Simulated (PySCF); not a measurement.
# Stretching ZnAs

Set-up: PySCF, no relativity, basis sets Zn 6-31G(d,p), As 6-31G(d,p). Energies in eV from Zn + As in their ground configurations at the same level. State: ⁴Σ⁻ (quartet), unpaired electrons σ ↑, π ↑↑.

All columns are PBEsol. A positive dipole means Zn(−)As(+).

```json
{"R (Å)": "2.107", "E (eV)": "-0.723", "μ (D)": "0.00", "Mulliken charge on Zn (basis-dependent)": "0.05", "HOMO (eV)": "-4.05", "LUMO (eV)": "-4.36", "Mayer bond order": "1.25", "⟨S²⟩": "3.75"}
{"R (Å)": "2.205", "E (eV)": "-0.943", "μ (D)": "-0.16", "Mulliken charge on Zn (basis-dependent)": "0.06", "HOMO (eV)": "-4.12", "LUMO (eV)": "-4.23", "Mayer bond order": "1.16", "⟨S²⟩": "3.75"}
{"R (Å)": "2.303", "E (eV)": "-1.040", "μ (D)": "-0.32", "Mulliken charge on Zn (basis-dependent)": "0.07", "HOMO (eV)": "-4.19", "LUMO (eV)": "-4.11", "Mayer bond order": "1.07", "⟨S²⟩": "3.75"}
{"R (Å)": "2.377", "E (eV)": "-1.058", "μ (D)": "-0.43", "Mulliken charge on Zn (basis-dependent)": "0.08", "HOMO (eV)": "-4.24", "LUMO (eV)": "-4.03", "Mayer bond order": "1.02", "⟨S²⟩": "3.75"}
{"R (Å)": "2.450", "E (eV)": "-1.045", "μ (D)": "-0.54", "Mulliken charge on Zn (basis-dependent)": "0.09", "HOMO (eV)": "-4.29", "LUMO (eV)": "-3.95", "Mayer bond order": "0.96", "⟨S²⟩": "3.75"}
{"R (Å)": "2.523", "E (eV)": "-1.010", "μ (D)": "-0.65", "Mulliken charge on Zn (basis-dependent)": "0.09", "HOMO (eV)": "-4.34", "LUMO (eV)": "-3.88", "Mayer bond order": "0.91", "⟨S²⟩": "3.75"}
{"R (Å)": "2.622", "E (eV)": "-0.941", "μ (D)": "-0.77", "Mulliken charge on Zn (basis-dependent)": "0.10", "HOMO (eV)": "-4.42", "LUMO (eV)": "-3.79", "Mayer bond order": "0.84", "⟨S²⟩": "3.76"}
{"R (Å)": "2.744", "E (eV)": "-0.838", "μ (D)": "-0.89", "Mulliken charge on Zn (basis-dependent)": "0.11", "HOMO (eV)": "-4.50", "LUMO (eV)": "-3.70", "Mayer bond order": "0.76", "⟨S²⟩": "3.76"}
{"R (Å)": "2.891", "E (eV)": "-0.708", "μ (D)": "-0.99", "Mulliken charge on Zn (basis-dependent)": "0.11", "HOMO (eV)": "-4.61", "LUMO (eV)": "-3.61", "Mayer bond order": "0.67", "⟨S²⟩": "3.76"}
{"R (Å)": "3.087", "E (eV)": "-0.548", "μ (D)": "-1.03", "Mulliken charge on Zn (basis-dependent)": "0.10", "HOMO (eV)": "-4.75", "LUMO (eV)": "-3.53", "Mayer bond order": "0.54", "⟨S²⟩": "3.76"}
```

A fit through these points gives, at Re = 2.378 Å, μ = -0.44 D and dμ/dR = -1.55 D/Å; the reduced mass is 34.5 u.

Q: How strong is the fundamental in the double-harmonic approximation, I = 42.26·(dμ/dR)²/μred km/mol?

A: I = 42.26·(-1.55)²/34.5 = 2.94 km/mol at PBEsol.

Spin–orbit coupling is left out. The state was picked by a PBE0 search and need not be the measured ground state.

At some distances an empty level lies below a filled one, because the occupation is held.
